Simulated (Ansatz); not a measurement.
Reaction (isomerisation): `[AlH2][O]/C=N\[SiH3]` → `C=[N][Al]([OH])[SiH3]`

Isolated molecules relaxed with PBE0-D4/def2-TZVP in Ansatz; ΔE leaves out vibrations. CBS: MP2 limit from def2 TZ/QZ plus the TZ coupled-cluster correction, frozen cores. Functionals use def2-TZVPP. One conformer a species, not always the lowest.

```csv
level,ΔE (kcal/mol)
ωB97X-V,-12.2
PBE0,-15.2
HF/def2-TZVPP,-9.7
SCS-MP2/def2-TZVPP,-12.4
CCSD/def2-TZVPP,-14.5
HF/def2-QZVPP,-9.5
SCS-MP2/def2-QZVPP,-12.9
MP2/CBS(def2),-13.8
```

Question: What does CCSD(T)/CBS give? (Estimate.)

Answer: The calculation gave: -15.1 kcal/mol. The listed levels differ from it by 2.9, -0.1, 5.4, 2.7, 0.6, 5.6, 2.2, 1.3 kcal/mol.

Largest T1 diagnostic among the species: 0.015.

The D4 term adds +0.9 kcal/mol with B3LYP and +0.4 kcal/mol with PBE0; it sums over pairs of atoms, weighted by their polarisabilities, and B3LYP, whose exchange is more repulsive, gets the larger term. In def2-TZVPP, CCSD(T) changes the Hartree–Fock value by −4.6 kcal/mol (the triples alone add +0.1 kcal/mol) and MP2 by −3.3 kcal/mol.

B3LYP here is the variant with VWN-RPA as its local correlation; programs differ in this.
